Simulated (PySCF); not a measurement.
# Technetium: highly charged ions in a basis for the neutral atom

Tc(7+) [Kr], Tc(8+) [Ar] 3d10 4s2 4p5. Computed with PySCF 2.14 in def2-TZVP with the def2 core potential (28 electrons) (6s4p3d1f, 40 functions), with scalar relativity through the core potential. No spin-orbit coupling, so a gap to NIST mixes the basis error with missing relativistic terms.

Changed run: basis of the neutral atom used for a highly charged ion. This setting is unsound on purpose.

```tsv
species	method	sound run (hartree)	changed run (hartree)	converged
Tc(7+)	UHF	not run	-68.83780	yes
Tc(7+)	MN15	not run	-69.07839	yes
Tc(7+)	LDA	not run	-68.95708	yes
Tc(8+)	UHF	not run	-63.24377	yes
Tc(8+)	MN15	not run	-63.45309	yes
Tc(8+)	LDA	not run	-63.33898	yes
```

Ionisation energy of Tc(7+):

| method | changed run (eV) | NIST (eV) |
| --- | --- | --- |
| UHF | 152.22 | 150 ± 2.1 |
| MN15 | 153.07 | 150 ± 2.1 |
| LDA | 152.88 | 150 ± 2.1 |

The contracted functions were made for the neutral atom and can be too rigid for a highly charged ion.
